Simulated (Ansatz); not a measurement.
Computed with Ansatz on PBE0-D4/def2-TZVP structures; ΔE is electronic, products minus reactants. CCSD(T)/CBS adds triple-zeta CCSD(T) − MP2 to the extrapolated MP2 energy (def2 sets, frozen cores). This one scheme is used for every species. DFT in def2-TZVPP. B3LYP here is the variant with VWN-RPA as its local correlation; programs differ in this. HSE06 is defined as in plane-wave codes. Elements past krypton have def2 core potentials. For Sn outer-core shells are correlated without core-valence functions, which leaves a few kJ/mol of doubt a bond.

Reaction (formal exchange of groups at the Sn–Cl bond): `[F][Sn]([Cl])([Cl])[Cl]` + `C#N` → `N#[C][Sn]([F])([Cl])[Cl]` + HCl

`[F][Sn]([Cl])([Cl])[Cl]`:

Z-matrix (Å, degrees):
```
Sn
F 1 1.892
Cl 1 2.279 2 107.4
Cl 1 2.279 2 107.4 3 120.0
Cl 1 2.279 2 107.4 3 -120.0
```

`C#N`:

Cartesian coordinates in Å:
```
C -0.013 -0.018 -0.013
N 0.544 0.784 0.587
H -0.531 -0.766 -0.573
```

`N#[C][Sn]([F])([Cl])[Cl]`:

```xyz
6

N     1.970    0.548    1.780
C     1.122    0.303    1.041
Sn   -0.392   -0.122   -0.325
F    -1.581   -1.311    0.537
Cl    0.436   -1.173   -2.163
Cl   -1.555    1.755   -0.869
```

HCl:

Z-matrix (Å, degrees):
```
Cl
H 1 1.279
```

```
             level  ΔE (kJ/mol)  difference from CCSD(T)/CBS
          B3LYP-D4         84.3                          5.7
        r2SCANh-D4         85.0                          6.4
              BLYP         83.0                          4.4
             HSE06         82.2                          3.6
SCS-MP2/def2-TZVPP         71.3                         -7.3
CCSD(T)/def2-TZVPP         69.6                         -9.0
     HF/def2-QZVPP         87.1                          8.5
    MP2/def2-QZVPP         77.9                         -0.7
SCS-MP2/def2-QZVPP         76.7                         -1.9
    CCSD/CBS(def2)         80.0                          1.4
       CCSD(T)/CBS         78.6                            0
```

Largest T1 diagnostic among the species: 0.014.

In def2-TZVPP, CCSD(T) changes the Hartree–Fock value by −16.3 kJ/mol (the triples alone add −1.4 kJ/mol) and MP2 by −13.5 kJ/mol. Leaving LDA and LC-ωPBE aside and taking each functional with its dispersion term where it has one, the values, not all of them listed here, spread over 7.6 kJ/mol, from PBE-QIDH to BHLYP-D4.
